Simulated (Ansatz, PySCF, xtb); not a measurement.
Complex: H2O (SMILES O) (first 3 atoms) with C4H6 (SMILES C=CC=C); geometry from B3LYP-D3(BJ)/def2-TZVP, rigid monomers moved along the line of their centres of mass till H2···C5 is 3.73 Å.
(charge 0, multiplicity 1):
```xyz
13

O      0.01109    -0.48708    -0.14963
H     -0.72462    -0.57597     0.46703
H      0.73592    -0.17960     0.40665
C     -1.70466    -0.46387     4.18083
C     -0.74278     0.45235     4.05073
C      0.67765     0.15527     4.12133
C      1.64013     1.06034     3.93139
H     -1.46899    -1.50604     4.36282
H     -2.75176    -0.20078     4.11706
H     -1.01105     1.48898     3.86763
H      0.94568    -0.87646     4.33063
H      2.68733     0.79610     3.98851
H      1.40469     2.09697     3.71986
```

Interaction energies are E(AB) − E(A) − E(B) at the monomers' geometry in the complex; basis-set methods are counterpoise corrected. Rows marked so take none.

Cores are frozen in the correlated methods. Rows in 3-21G, 6-311+G**, 6-31G* carry no dispersion term and start afresh at each structure (6-31G* with six Cartesian d functions).

Run with Ansatz (an electronic-structure program); PySCF for 3-21G rows, 6-311+G** rows, 6-31G* rows, the dispersion terms; xtb for the GFN methods. 

```tsv
level	interaction energy (kcal/mol)
GFN2-xTB	-1.01
HF/3-21G (no counterpoise)	-1.74
HF/6-31G* (no counterpoise)	-1.61
PBE-D3(BJ)/def2-TZVPPD	-1.67
PBE-D4/def2-TZVPPD	-1.55
BP86/6-31G* (no counterpoise)	-1.13
r2SCAN-D3(BJ)/def2-TZVPPD	-1.62
B3LYP/6-311+G** (no counterpoise)	-1.25
SCS-MP2/aug-cc-pVDZ	…
```

Question: Fill in the missing entries.

Answer: 
- SCS-MP2/aug-cc-pVDZ, interaction energy (kcal/mol): -1.32
